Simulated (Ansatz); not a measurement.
Relaxation of AlClFH2O2 (7 atoms, charge 0, multiplicity 2), to a largest force component of 0.03 eV/Å in at most 50 steps.

Method: Ansatz, UKS revPBE/def2-SVP.

```xyz
7
Properties=species:S:1:pos:R:3
Al -0.003 -0.628 -0.403
F 0.005 -0.384 2.465
O 1.424 -0.169 -1.268
H 2.298 -0.470 -0.968
O -1.530 -0.113 -1.031
H -2.351 -0.325 -0.556
Cl -0.053 0.292 3.935
```

Question: Where does it end, and by what steps?

Answer: The run converged. After 28 steps the energy has fallen by 5.019 eV; F2 moved furthest, 2.07 Å. Parted: F2–Cl7 (1.62 → 3.28 Å). Joined: Al1–F2 (2.88 → 1.69 Å), Al1–Cl7 (4.43 → 2.17 Å).

| step | energy less start (eV) | largest force component (eV/Å) | accepted |
| --- | --- | --- | --- |
| 0 | 0.0000 | 3.630 | yes |
| 1 | -0.3141 | 4.122 | yes |
| 2 | -1.1577 | 5.225 | yes |
| 3 | -2.6009 | 5.056 | yes |
| 4 | -3.1933 | 5.180 | yes |
| 5 | -3.6397 | 1.191 | yes |
| 6 | -3.6837 | 0.692 | yes |
| 7 | -3.7545 | 0.422 | yes |
| 8 | -3.7830 | 0.212 | yes |
| 9 | -3.8061 | 0.362 | yes |
| 10 | -3.8392 | 0.181 | yes |
| 11 | -3.8843 | 0.223 | yes |
| 12 | -3.9430 | 0.271 | yes |
| 13 | -4.0197 | 0.344 | yes |
| 14 | -4.1288 | 0.529 | yes |
| 15 | -4.2630 | 1.089 | yes |
| 16 | -4.4153 | 2.010 | yes |
| 17 | -4.6930 | 2.122 | yes |
| 18 | -4.9148 | 1.440 | yes |
| 19 | -4.9617 | 1.013 | yes |
| 20 | -4.9836 | 0.208 | yes |
| 21 | -4.9939 | 0.403 | yes |
| 22 | -5.0042 | 0.331 | yes |
| 23 | -5.0114 | 0.188 | yes |
| 24 | -5.0160 | 0.131 | yes |
| 25 | -5.0175 | 0.043 | yes |
| 26 | -5.0188 | 0.045 | yes |
| 27 | -5.0192 | 0.038 | yes |
| 28 | -5.0193 | 0.015 | yes |

```xyz
7
Properties=species:S:1:pos:R:3
Al -0.001 -0.279 0.686
F 0.062 -1.921 1.080
O 1.309 0.216 -0.446
H 1.896 -0.491 -0.784
O -1.483 0.157 -0.241
H -2.084 -0.574 -0.488
Cl 0.092 1.094 2.366
```

Whether the end is a true minimum wasn't checked by a vibrational analysis.

Run time: 74 s on 2 threads of Arm Neoverse V2, on a shared host, peak memory 0.2 GiB.
